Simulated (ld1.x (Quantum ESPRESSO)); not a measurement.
Si, RRKJ: configuration errors across variants

* Element: silicon
* Generator: ld1.x (Quantum ESPRESSO) 7.5
* Type: norm-conserving RRKJ (Kleinman–Bylander form)
* Functional: LDA (PZ)
* Relativity: scalar-relativistic
* Frozen core: [Ne]
* Valence charge: 4
* Reference configuration: 3s2 3p1 (charge +1)
* Partial waves: 3p (bound): rc 2.20 bohr; 3d channel at -0.1 Ry: rc 1.85 bohr; 3s (bound): rc 1.55 bohr
* Local potential: the s channel
* Core correction: a·sin(br)/r model core inside 1.40 bohr

All-electron excitation energies from the reference (eV): (1) 3s2 3p2 -7.829; (2) 3s2 3p0 16.114; (3) 3s1 3p0 50.259; (4) 3s0 3p4 5.950; (5) 3s2 3p2.3 -8.786; (6) 3s1 3p2 7.413; (7) 3s2 3p1.5 -4.864; (8) 3s2 3p1 spin -0.205; (9) 3s2 3p2 spin -8.441.

Spin tests fill each open shell by Hund’s rule, majority spin first.

2 further variants failed, have other tests or another functional or relativity, and are left out.

A true bound ghost makes a file unfit for plane-wave use even where its test errors are small: the radial tests pick states by their node count and pass the ghost by.

Errors AE − PS in meV (a dash: test not solved or not reliable):

```csv
change,(1),(2),(3),(4),(5),(6),(7),(8),(9),bound ghosts
base,+4.7,+14,+79,-11,+6.1,-3.2,+1.8,+7.4,+23,none
wave 3d channel at -0.1 Ry: rc 1.85 bohr becomes 3d channel at -0.1 Ry: rc 1.72 bohr,+4.7,+14,+79,-11,+6.1,-3.2,+1.8,+7.4,+23,none
wave 3p (bound): rc 2.20 bohr becomes 3p (bound): rc 1.94 bohr,+4.4,+12,+74,-9.3,+5.8,-2.4,+1.7,+7.2,+22,none
wave 3d channel at -0.1 Ry: rc 1.85 bohr becomes 3d channel at -0.05 Ry: rc 1.85 bohr,+4.7,+14,+79,-11,+6.1,-3.2,+1.8,+7.4,+23,none
local potential the d channel,+5.0,+15,+92,-5.4,+6.5,-1.4,+1.9,+7.3,+23,none
"all radii but the core radius scaled by about 1.22 (s 1.90, p 2.70, d 2.26 bohr)",+5.3,+15,+76,-7.4,+7.0,-2.7,+2.0,+6.5,+22,none
core correction a·sin(br)/r model core inside 1.72 bohr,+5.1,+17,+136,-1.1,+6.6,+0.2,+2.0,+13,+37,none
wave 3d channel at -0.1 Ry: rc 1.85 bohr becomes 3d channel at -0.1 Ry: rc 2.74 bohr,+4.7,+14,+79,-11,+6.1,-3.2,+1.8,+7.4,+23,none
wave 3d channel at -0.1 Ry: rc 1.85 bohr becomes 3d channel at -0.18 Ry: rc 1.85 bohr,+4.7,+14,+79,-11,+6.1,-3.2,+1.8,+7.4,+23,none
```

(1) Give the same row for: wave 3s (bound): rc 1.55 bohr becomes 3s (bound): rc 0.96 bohr.

## Answers

(1) +25, +67, +477, +88, +34, +9.3, +8.8, +3.8, –; bound ghosts: s (extra level of the local part).
